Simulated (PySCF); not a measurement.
# Mn⁺: ionisation energy

Mn⁺ [Ar] 3d5 4s1 (7S) → Mn²⁺ [Ar] 3d5 (6S), as a difference of total energies. Calculation: PySCF 2.14, in cc-pVTZ; the non-relativistic Hamiltonian (point nucleus). Correlated levels: valence: [Ar] frozen. The calculations carry no spin-orbit coupling.

| method | ionisation energy (eV) | difference from reference (eV) |
| --- | --- | --- |
| UHF | 14.692 | -0.948 |
| TPSS | 15.845 | +0.205 |
| MN15 | 15.288 | -0.352 |
| MP2 (valence) | 15.119 | -0.521 |
| SCS-MP2 (valence) | 14.835 | -0.805 |

Reference: 15.640 eV (measured; NIST Atomic Spectra Database, ionization energies).

These non-relativistic numbers lack the scalar-relativistic shift.

Errors of the correlated levels include the incompleteness of this basis and the frozen core.
